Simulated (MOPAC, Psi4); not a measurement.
Conformational energy of C₁₀H₆S₂Se, SMILES c1c[se]c(-c2cc3sccc3s2)c1. Scanned: dihedral Se3–C4–C5–S12; all other coordinates were relaxed at GFN2-xTB. Points at φ and −φ are mirror images. Heavy atoms are numbered in the order of the SMILES c1c[se]c(-c2cc3sccc3s2)c1, hydrogens after them in the order of the atoms that carry them; the mirror image has the same energies with the sign of each dihedral reversed.

Computed with: B3LYP/def2-SVP // GFN2-xTB (Psi4); PM6, restricted, heats of formation // GFN2-xTB (MOPAC); PBE/def2-SVP // GFN2-xTB (Psi4).

Energies in kcal/mol, each method relative to its own lowest point.

| φ / ° | B3LYP/def2-SVP | PM6 | PBE/def2-SVP |
|---|---|---|---|
| -160 | 0.0 | 0.4 | 0.0 |
| -140 | 0.3 | 0.1 | 0.5 |
| -120 | 1.3 | 0.0 | 1.6 |
| -100 | 2.5 | 0.1 | 3.1 |
| -80 | 2.6 | 0.9 | 3.1 |
| -60 | 1.4 | 2.4 | 1.7 |
| -40 | 0.6 | 4.3 | 0.7 |
| -20 | 0.8 | 6.4 | 0.6 |
| 0 | 1.1 | 7.3 | 0.8 |
| 20 | 0.8 | 6.4 | 0.6 |
| 40 | 0.6 | 4.3 | 0.7 |
| 60 | 1.4 | 2.4 | 1.7 |
| 80 | 2.6 | 0.9 | 3.1 |
| 100 | 2.5 | 0.1 | 3.1 |
| 120 | 1.3 | 0.0 | 1.6 |
| 140 | 0.3 | 0.1 | 0.5 |
| 160 | 0.0 | 0.4 | 0.0 |
| 180 | 0.0 | 0.6 | 0.0 |
